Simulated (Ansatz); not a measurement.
```yaml
crystal:
  periodic: [false, false, false]
  atoms:
    - {symbol: O, position_ang: [-1.235765, 0.276926, -1.533993]}
    - {symbol: As, position_ang: [-0.391446, 1.122302, -0.108826]}
    - {symbol: Si, position_ang: [0.694843, -0.600241, 0.707400]}
    - {symbol: H, position_ang: [-2.358114, 0.448754, -1.569983]}
    - {symbol: H, position_ang: [0.788638, 1.807245, -0.897481]}
    - {symbol: H, position_ang: [1.631132, 0.021809, 1.861860]}
    - {symbol: H, position_ang: [1.252214, -1.443504, -0.221911]}
    - {symbol: H, position_ang: [-0.452132, -1.683486, 1.569276]}
basis:
  gaussian: {orbitals: aug-pcseg-2}
hamiltonian: {xc: {name: wB97}}
relax: {f_tol: 0.0001, max_steps: 1}
output: {forces: true}
```

```sh
$ ansatz run in.yaml --threads 2 --pin off --events-out ev --progress --plain --max-ram 4352MiB
```

Task: How does Ansatz answer? (Estimate.)

Result: Computed: No converged result was reached.
```
Functional definition: wB97
1274 factors; their error is unknown
711 factors; integrals over basis functions are off by at most 3.4e-6 eV
mean field evaluation 1: about -70847.9213 eV, gradient 4.6e1 eV
mean field evaluation 2: about -70844.9129 eV, gradient 6.4e1 eV
mean field evaluation 4: about -70851.8767 eV, gradient 1.2e0 eV
mean field evaluation 8: about -70851.8538 eV, gradient 4.6e-2 eV
mean field evaluation 16: about -70851.8538 eV, gradient 3.7e-5 eV
mean field -70851.85380518 eV, -2603.7576022291 hartree, gradient 3.7e-5 eV, S^2 0.000000; 0 other end points of the search recorded, 0 dependent functions left out
reference -70851.85378464 eV, -2603.7576014741 hartree; 30, 30 occupied and 240, 240 virtual orbitals, 1274 factors
relax step   1: F+E_penalty+E_count = -70851.85380518 eV  Δ(F+E_penalty+E_count) = +0.000e0 eV  max|allowed force component| = 5.371e0 eV/Å  Δτ_max = 0.0000 Å  (31 SCF iters, accepted)
Error: geometry relaxation did not converge after 1 steps: max|allowed force component| = 5.37e0 eV/Å (threshold 1.0e-4). Raise `relax.max_steps` over both its present limit and 1, loosen `relax.f_tol`, or start from a geometry closer to equilibrium. Where this run's directory can be resumed (`checkpoint.write`), a resume goes on for up to `relax.max_steps` more
```
